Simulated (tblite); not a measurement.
C3H8S2Si.
Z-matrix (Å and degrees, GFN2-xTB geometry), rows numbered from 1:
```
C 
C   1  1.5036
S   2  1.8076  1  112.12
Si  3  2.1585  2  101.98  1  -149.00
C   2  1.4803  1  119.75  3   144.96
S   5  1.8028  2   66.51  1   107.45
H   1  1.0881  2  110.63  3   178.16
H   1  1.0892  2  109.17  3   -61.33
H   1  1.0880  2  110.08  3    57.48
H   4  1.4536  3   99.82  2  -175.04
H   4  1.4527  3  107.61  2    66.29
H   4  1.4567  3  108.86  2   -57.69
H   5  1.0827  2  118.57  6  -106.74
H   5  1.0825  2  118.65  6   106.86
```

Calculated harmonic vibrations of the isolated species, GFN2-xTB (tblite), most abundant isotopes, no scaling. Against measured fundamentals such values can be off by several per cent, at times by over 20. Modes of hydrogen on silicon can be 10 to 20 % off. One conformer, not necessarily the lowest.

Harmonic wavenumbers (cm⁻¹): 59.6, 125.5, 177.0, 228.4, 241.9, 269.5, 330.7, 347.1, 485.8, 536.8, 553.3, 575.9, 638.9, 721.0, 754.7, 767.6, 784.0, 890.7, 914.1, 975.9, 1026.1, 1052.7, 1139.4, 1278.2, 1397.1, 1420.0, 1460.5, 1475.9, 2314.0, 2353.0, 2355.3, 3016.2, 3027.0, 3036.4, 3043.2, 3055.3.

A = 2718, B = 1601, C = 1184 MHz; mass 135.984 u (most abundant isotopes); point group C1, symmetry number 1.

Zero-point energy?

½Σν̃ = 21414 cm⁻¹ = 61.23 kcal/mol.

Entropy at 200 K, 1 bar (ideal gas, RRHO, classical rotation)?

Translation 38.68, rotation 27.33, vibration 13.42: S = 79.4 cal/(mol K).

And Cp and H(200 K) − H(0)?

Cp = 25.21 cal/(mol K), of which vibrations give 17.26 (their classical limit is 36 R = 71.5); H(200 K) − H(0) = 3.17 kcal/mol without the zero-point energy, 1.58 from vibrations.

How do the functions run with temperature in this model?

```tsv
T (K)	S (cal/(mol K))	Cp (cal/(mol K))	H − H(0) (kcal/mol)	G − H(0) (kcal/mol)	ln q(vib)
100	65.5	15.8	1.12	-5.44	0.92
300	91.3	33.7	6.13	-21.26	4.82
500	111.7	46.4	14.24	-41.63	9.02
800	136.2	57.6	29.99	-78.98	14.92
1000	149.6	62.5	42.02	-107.59	18.49
```

q(vib) and H(0) count from the zero-point level.

Blend soft modes into free rotors: weight 1/[1 + (100 cm⁻¹/ν̃)⁴] for the oscillator and the rest for a rotor with moment μB/(μ + B), μ = h/(8π²ν), B = 10⁻⁴⁴ kg m². What vibrational entropy results?

12.85 cal/(mol K) in place of 13.42, which changes −T·S at 200 K by +0.11 kcal/mol.

Hindered rotation and anharmonicity are outside this model. Other conformers, if any are populated, would add a mixing term that is left out. The structure is chiral; the term R ln 2 for an equal mix with its mirror image is left out.
